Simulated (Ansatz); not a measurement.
Calculated with Ansatz (gas phase, PBE0-D4/def2-TZVP geometries, no zero-point term in ΔE). CBS: MP2 limit from def2 TZ/QZ plus the TZ coupled-cluster correction, frozen cores. This one scheme is used for every species. DFT in def2-TZVPP. B3LYP here is the variant with VWN-RPA as its local correlation; programs differ in this. For Ge outer-core shells are correlated without core-valence functions, which leaves a few kJ/mol of doubt a bond. Scalar relativity is left out up to krypton. One conformer a species, not always the lowest.

Consider the cleavage of the Ge–Si bond: `[OH][GeH2][SiH2]S` + `N[SiH](O)F` → `[OH][GeH2][NH][SiH](O)F` + `[SiH3]S`.

Q: Is it downhill or uphill in electronic energy at CCSD(T)/CBS, and by how much? (Estimate.)

A: Ansatz gave: Downhill: ΔE = -22.0 kJ/mol.

Q: What do these levels give: r2SCAN-D4, B3LYP-D4, CCSD/def2-TZVPP, SCS-MP2/def2-QZVPP, MP2/CBS(def2), CCSD/CBS(def2)? (Best estimate.)

A: Ansatz gave: r2SCAN-D4 -16.1, B3LYP-D4 -17.7, CCSD/def2-TZVPP -27.6, SCS-MP2/def2-QZVPP -29.6, MP2/CBS(def2) -24.2, CCSD/CBS(def2) -22.0 kJ/mol.

Largest T1 diagnostic among the species: 0.012.

In def2-TZVPP, CCSD(T) changes the Hartree–Fock value by +5.7 kJ/mol (the triples alone add −0.0 kJ/mol) and MP2 by +3.5 kJ/mol. From PBE to PBE0 (25 % exact exchange), in def2-TZVPP and without D4, ΔE moves by −4.7 kJ/mol.
